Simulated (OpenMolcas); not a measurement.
A calculation on Ir⁺.

```json
{"Program": "OpenMolcas 26.06", "Method": "MS-CASPT2, IPEA 0.25 Eh, imaginary shift 0.1 Eh (closed shells correlated: 5s 5p)", "Basis": "ANO-RCC-VQZP [9s8p6d4f2g1h]", "Scalar Hamiltonian": "DKH2, point nucleus", "Active space": "8 electrons in 11 orbitals (5d 6s 6d)", "State averaging": "2S+1 = 5 even, 15 roots (10 in the spin-orbit step); 2S+1 = 3 even, 45 roots kept (CI in the orbitals of an earlier block); 2S+1 = 1 even, 14 roots kept (CI in the orbitals of an earlier block)", "Spin-orbit coupling": "RASSI with atomic mean-field integrals over the reference wave functions, term energies averaged over their components"}
```

Problem. Which level of the active space comes out lowest?

Solution. 5d7 6s 5F5, with 90 % of that term; it is also the measured ground level.

Problem. How high does 5d7 6s 5P3 lie?

Solution. 13660 cm-1 above the lowest level; measured 12715 cm-1 above the ground level, so the calculation is off by +7 %.

Problem. How high does 5d8 3F4 lie?

Solution. 3910 cm-1 above the lowest level; measured 2263 cm-1 above the ground level, so the calculation is off by +73 %.

Problem. How high does 5d8 3P0 lie?

Solution. 14160 cm-1 above the lowest level.

Problem. The level at 12270 cm-1 has J = 2. What is it made of, and what is its g factor?

Solution. 27 % 5d8 3F2, 23 % 5d7 6s 5F, 21 % 5d8 1D; g = 1.083, against 0.666 from Landé's formula for the pure leading term.

Measured values: NIST Handbook of Basic Atomic Spectroscopic Data.

CASPT2 breaks the degeneracy within a term, and the mean is taken; among the terms shown or strongly mixed into the levels shown the widest spread is 910 cm-1 (5d7 6s 5F). Some high roots are left out of the spin-orbit mixing, which shifts the levels that they would mix with. Terms from blocks run as CI alone lack orbitals of their own. Active for correlation alone: 6d; no level in the range computed is led by a configuration that fills it, so any true level of that kind is missing. No level of 5d6 6s2 was computed, though it lies in the active space. Computed and measured levels are paired by configuration, term and J; levels that our copy of the source lacks, or whose pairing is in doubt (as where it misses far off the trend of its configuration), stay unpaired and out of the deviations. Only configurations of the active space appear.
